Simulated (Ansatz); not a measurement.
`[NH2][Ga]1[CH2][Al]1[OH]`. Total charge 0; spin multiplicity 1. All single points use the PBE0-D4/def2-TZVP geometry. It is one conformer, not always the lowest.

```xyz
10

N     0.171    0.320   -2.598
Ga    0.331    0.275   -0.793
C    -0.515   -1.062    0.545
Al    0.250    0.347    1.599
O     0.090    1.056    3.128
H    -0.379   -0.342   -3.121
H     0.682    0.946   -3.196
H     0.305   -1.808    0.487
H    -1.469   -1.592    0.549
H     0.532    1.859    3.399
```

What is the dipole moment at r2SCAN/def2-TZVPP? (An estimate is asked.)

Computed: 1.43 D, with components (0.65, 0.71, -1.06) D in this frame, pointing from negative to positive charge.

And with PBE, B3LYP, ωB97M-V? (Best estimate.)

The calculation gave: PBE 1.49 D, B3LYP 1.56 D, ωB97M-V 1.53 D.

Give the Mulliken charges with r2SCAN, B3LYP, PBE in def2-TZVPP. (Best estimate.)

The calculation gave: 
```tsv
atom	r2SCAN	B3LYP	PBE
N1	-0.46	-0.41	-0.39
Ga2	0.12	0.23	0.12
C3	-0.43	-0.40	-0.36
Al4	0.50	0.31	0.29
O5	-0.40	-0.36	-0.33
H6	0.16	0.14	0.15
H7	0.17	0.14	0.15
H8	0.09	0.08	0.09
H9	0.08	0.10	0.09
H10	0.19	0.17	0.17
```

B3LYP here is the variant with VWN-RPA as its local correlation; programs differ in this.
